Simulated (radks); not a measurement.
Problem. These are the eigenvalues of the occupied orbitals of an atom or ion with whole-number occupations (eV). All-electron calculation, scalar-relativistic Kohn-Sham, r2SCAN, spin-polarised, spherical densities, finite nucleus; meta-GGA in the generalised Kohn-Sham scheme; Fermi nuclear charge, rms radius of each element as measured or else 0.836 A^(1/3) + 0.57 fm. Program: a radial shooting solver on a logarithmic mesh with Libxc functionals.

| orbital | eigenvalue |
|---|---|
| 1s up | -50137.86 |
| 1s down | -50137.85 |
| 2s up | -9637.857 |
| 2s down | -9627.884 |
| 2p up | -8771.625 |
| 2p down | -8764.076 |
| 3s up | -3287.805 |
| 3s down | -3278.195 |
| 3p up | -3016.182 |
| 3p down | -3006.014 |
| 3d up | -2674.367 |
| 3d down | -2661.238 |

Which element is it, and in what charge state? The configuration may be excited.

Solution. Z = 63, europium, charge +37: Eu37+ in [Ne] 3s(up 1, down 1) 3p6 3d8. The list shows which subshells hold electrons but not how many an open one holds; the 1s level, -1842.5 hartree, gives Z - s = 60.7 by -(Z - s)^2/2, which with screening and relativity narrows Z to a few neighbours, and the depths of the outer levels then fix element, charge and occupations together.
